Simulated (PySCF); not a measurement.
Harmonic spectrum computed at PBE0 in the def2-TZVP basis family (core potentials from Rb on, PySCF, no spin–orbit coupling):

```csv
ω (cm⁻¹),"IR (km/mol, summed over degenerate members)",degeneracy
182,61.4,2
201,61.8,1
671,0.0,1
755,219,2
```

Problem. Which molecule gave it? In each, all ligands are bound to the one heavy central atom.
A. InF₃ (singlet)
B. GaF₃ (singlet)
C. AlF₃ (singlet)
D. AsF₃ (singlet)

Solution. B. It has D3h symmetry with Ga–F 1.724 Å (×3).
